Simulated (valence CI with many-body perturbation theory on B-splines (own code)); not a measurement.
**Pr XLVI: calculated level list**

Level of theory: configuration interaction combined with many-body perturbation theory (CI+MBPT): four valence electrons over a frozen Dirac-Fock core [Ne], radial functions for each j: 11 s, 11 p, 10 d, 8 f, 5 g, 2 h, with the one-electron correlation potential Σ1, the two-electron term Σ2, the three-electron term Σ3, Breit, model QED; selected CI, second order for the rest, scaled by the run's own slope (own B-spline code, finite nucleus).

The last digits are not significant, and no measured levels were compared; by estimate large intervals hold to a few tenths of a per cent, small ones and those within an open d or f shell to about a per cent. Among the levels kept, up to 550 cm⁻¹ of a level comes from second order outside the variational space, and about a tenth of that is noise between levels of different J, which matters for small intervals.

Levels 136 to 172 of 172, with energies above the lowest level, (3s^2 3p1/2^2) J=0. "Leading %" is the weight of the configuration and term that name the level; weights of strongly mixed levels are sums over their largest components and can fall short, so below about 35 % the name and the second component can differ from the true leading terms, or belong to a minority configuration. In the jj column 3d3/2^4 stands for four electrons in 3d with j = 3/2. Lifetimes count E1, E2, E3, M1 and M2 decay at the calculated energies, and are blank where another channel may lead or the interval is too uncertain; long ones can be off by a factor of two.

```csv
No.,Configuration,Term,J,E (eV),Leading %,g,Second component,Lifetime,Leading jj
136,3s 3p 3d2,3D°,1,777.14,17,1.274,15 % 3p3 3d 5D°,1.95 ps,3s 3p1/2 3d5/2^2 (60 %)
137,3p3 3d,3D°,1,778.38,39,0.947,14 % 3p3 3d 5D°,1.52 ps,3p1/2 3p3/2^2 3d3/2 (58 %)
138,3p3 3d,3F°,3,778.91,30,1.099,26 % 3p3 3d 3D°,1.65 ps,3p1/2 3p3/2^2 3d3/2 (73 %)
139,3p4,3P,0,779.44,51,,32 % 3p4 1S,616 fs,3p3/2^4 (83 %)
140,3p3 3d,1G°,4,783.92,41,1.035,35 % 3p3 3d 3G°,1.87 ps,3p1/2 3p3/2^2 3d3/2 (81 %)
141,3p3 3d,5D°,0,786.06,30,,22 % 3p3 3d 3P°,1.26 ps,3p1/2 3p3/2^2 3d3/2 (69 %)
142,3s 3p 3d2,3P°,1,789.14,43,1.252,14 % 3s 3p 3d2 1P°,2.85 ps,3s 3p1/2 3d5/2^2 (70 %)
143,3p3 3d,3F°,2,793.39,27,1.018,20 % 3p3 3d 1D°,1.25 ps,3p1/2 3p3/2^2 3d3/2 (77 %)
144,3p3 3d,3F°,2,800.47,24,1.091,23 % 3p3 3d 3P°,1.23 ps,3p1/2 3p3/2^2 3d3/2 (67 %)
145,3p3 3d,3P°,1,800.96,26,1.213,15 % 3p3 3d 3S°,1.03 ps,3p1/2 3p3/2^2 3d3/2 (60 %)
146,3p3 3d,3F°,4,802.73,43,1.241,20 % 3p3 3d 5D°,2.03 ps,3p1/2 3p3/2^2 3d5/2 (80 %)
147,3p3 3d,3D°,3,803.67,33,1.092,16 % 3p3 3d 3G°,1.09 ps,3p1/2 3p3/2^2 3d3/2 (65 %)
148,3p3 3d,3G°,5,806.62,76,1.175,9 % 3s 3p 3d2 3H°,3.14 ps,3p1/2 3p3/2^2 3d5/2 (76 %)
149,3p3 3d,3D°,3,808.73,34,1.264,16 % 3p3 3d 5D°,1.43 ps,3p1/2 3p3/2^2 3d5/2 (59 %)
150,3p3 3d,1G°,4,810.12,29,1.167,21 % 3p3 3d 5D°,1.78 ps,3p1/2 3p3/2^2 3d5/2 (76 %)
151,3p3 3d,3P°,0,814.25,28,,26 % 3p3 3d 1S°,1.86 ps,3p1/2 3p3/2^2 3d5/2 (52 %)
152,3p3 3d,3D°,1,814.59,26,1.070,23 % 3p3 3d 1P°,1.07 ps,3p1/2 3p3/2^2 3d3/2 (60 %)
153,3s 3p 3d2,5D°,0,817.36,67,,9 % 3s 3p 3d2 3P°,1.08 ps,3s 3p3/2 3d3/2^2 (76 %)
154,3s 3p 3d2,5D°,2,818.10,36,1.211,32 % 3s 3p 3d2 5F°,1.02 ps,3s 3p3/2 3d3/2^2 (69 %)
155,3s 3p 3d2,5D°,1,818.15,46,1.073,12 % 3s 3p 3d2 5F°,1.01 ps,3s 3p3/2 3d3/2^2 (60 %)
156,3s 3p 3d2,5F°,3,819.36,39,1.231,20 % 3s 3p 3d2 5D°,1.11 ps,3s 3p3/2 3d3/2^2 (67 %)
157,3p3 3d,1P°,1,819.78,22,1.150,20 % 3p3 3d 3P°,1.46 ps,3p1/2 3p3/2^2 3d5/2 (54 %)
158,3s 3p 3d2,5F°,4,822.21,37,1.259,20 % 3s 3p 3d2 5G°,1.28 ps,3s 3p3/2 3d3/2^2 (57 %)
159,3p2 3d2,3F,2,822.35,38,0.704,31 % 3p2 3d2 5G,8.43 ps,3p1/2^2 3d3/2^2 (96 %)
160,3p3 3d,3P°,2,823.00,36,1.267,28 % 3p3 3d 3D°,2.12 ps,3p1/2 3p3/2^2 3d5/2 (84 %)
161,3p3 3d,3F°,3,829.07,32,1.145,24 % 3p3 3d 1F°,1.85 ps,3p1/2 3p3/2^2 3d5/2 (82 %)
162,3s 3p 3d2,5G°,5,829.76,47,1.292,35 % 3s 3p 3d2 5F°,1.85 ps,3s 3p3/2 3d3/2 3d5/2 (77 %)
163,3s 3p 3d2,5G°,6,832.40,84,1.300,16 % 3s 3p 3d2 3H°,4.87 ps,3s 3p3/2 3d3/2 3d5/2 (58 %)
164,3p3 3d,1F°,3,832.93,35,1.063,12 % 3p3 3d 3G°,1.56 ps,3p1/2 3p3/2^2 3d5/2 (64 %)
165,3s 3p 3d2,5S°,2,834.84,25,1.499,19 % 3s 3p 3d2 5P°,1.21 ps,3s 3p3/2 3d3/2^2 (38 %)
166,3s 3p 3d2,5D°,4,835.15,49,1.363,24 % 3s 3p 3d2 3F°,1.56 ps,3s 3p3/2 3d3/2 3d5/2 (77 %)
167,3p3 3d,1D°,2,836.07,13,1.306,11 % 3p3 3d 3D°,1.16 ps,3p1/2 3p3/2^2 3d5/2 (40 %)
168,3p3 3d,3D°,1,837.45,23,1.191,20 % 3p3 3d 3S°,1.14 ps,3p1/2 3p3/2^2 3d5/2 (67 %)
169,3s 3p 3d2,5P°,3,838.32,45,1.502,32 % 3s 3p 3d2 5D°,2.02 ps,3s 3p3/2 3d3/2 3d5/2 (87 %)
170,3p3 3d,3D°,2,838.55,47,1.144,11 % 3p3 3d 3P°,1.16 ps,3p1/2 3p3/2^2 3d5/2 (71 %)
171,3p2 3d2,3P,0,839.66,55,,35 % 3p2 3d2 5D,7.71 ps,3p1/2^2 3d3/2^2 (94 %)
172,3s 3p 3d2,3D°,1,841.16,42,0.789,20 % 3s 3p 3d2 5D°,950 fs,3s 3p3/2 3d3/2^2 (42 %)
```

Where two levels of one J and parity lie close, their mixing, g and order are uncertain.
